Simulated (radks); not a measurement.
Values are calculated unless marked as measured or tabulated.
Question: These are the eigenvalues of the occupied orbitals of an atom or ion with whole-number occupations (eV). Code: a radial shooting solver on a logarithmic mesh with Libxc functionals. Model: Dirac Kohn-Sham, PBEsol, spin-unpolarised, spherical densities, finite nucleus; Fermi nuclear charge, rms radius of each element as measured or else 0.836 A^(1/3) + 0.57 fm.

1s1/2: -15161.07

Which element is it, and in what charge state? The configuration may be excited. Open shells, if any, fill j = l - 1/2 first.

Answer: Z = 34, selenium, charge +32: Se32+ in [He]. The 1s level, -557.16 hartree, gives Z - s = 33.4 by -(Z - s)^2/2, which with screening and relativity narrows Z to a few neighbours, and the depths must fix Z and the occupations together.
